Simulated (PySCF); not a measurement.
## Correlation energy of N⁺ (nitrogen, charge +1)

[He] 2s1 2p2 3d1, one real determinant (an excited configuration). All numbers are calculated (PySCF 2.14, no relativity, point nucleus, in dyall-acv3z). Frozen: nothing; 6 electrons correlated; the 5 highest virtual orbitals of each spin left out.

MP2 pair energies summed by pair of shells (mhartree):

```csv
pair,energy,share (%)
1s-1s,-38.29,56.9
2p-2p,-7.30,10.8
1s-2p,-6.45,9.6
2s-2p,-5.71,8.5
2p-3d,-4.02,6.0
1s-2s,-3.36,5.0
2s-3d,-2.14,3.2
1s-3d,-0.07,0.1
```

Total MP2 correlation energy: -67.33 mhartree.

Same-spin part -22.61 and opposite-spin part -44.72 mhartree; SCS-MP2 scales them by 1/3 and 6/5 to -61.20 mhartree.

The reference is one real determinant that mixes LS terms of this configuration.
